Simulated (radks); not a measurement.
All-electron atom: Lu+ in [Xe] 4f12 6s2 6p2 (not the ground configuration). Calculated with a radial shooting solver on a logarithmic mesh with Libxc functionals: scalar-relativistic Kohn-Sham, PBE, spin-polarised, spherical densities, finite nucleus; open shells are filled with parallel spins first (spin-orbit coupling, left out, can overturn this in heavy ions); Fermi nuclear charge, rms radius 5.37 fm.

Unscreened Slater integrals over Kohn-Sham orbitals (cm^-1). They are taken over the spin-up orbitals.

\begin{tabular}{lr}
integral & value \\ \hline
F0(6p,6p) & 56642 \\
F2(6p,6p) & 31243 \\
F0(6p,6s) & 61730 \\
G1(6p,6s) & 38999 \\
F0(6p,4f) & 74546 \\
F2(6p,4f) & 8773.0 \\
G2(6p,4f) & 2225.8 \\
G4(6p,4f) & 2031.1 \\
F0(6p,5p) & 71121 \\
F2(6p,5p) & 17345 \\
G0(6p,5p) & 3240.2 \\
G2(6p,5p) & 4401.0 \\
F0(6s,6s) & 69326 \\
F0(6s,4f) & 90267 \\
G3(6s,4f) & 3107.9 \\
F0(6s,5p) & 85102 \\
G1(6s,5p) & 6920.3 \\
F0(4f,4f) & 308420 \\
F2(4f,4f) & 148270 \\
F4(4f,4f) & 93365 \\
F6(4f,4f) & 67265 \\
F0(4f,5p) & 185150 \\
F2(4f,5p) & 60932 \\
G2(4f,5p) & 28044 \\
G4(4f,5p) & 22443 \\
F0(5p,5p) & 152400 \\
F2(5p,5p) & 82414 \\
\end{tabular}

Derived for the open shells (J is the average intra-shell exchange parameter used in DFT+U). 4f: F4/F2 = 0.630, F6/F2 = 0.454, J = (286 F2 + 195 F4 + 250 F6)/6435 = 12030 cm^-1. 6p: J = F2/5 = 6249 cm^-1.
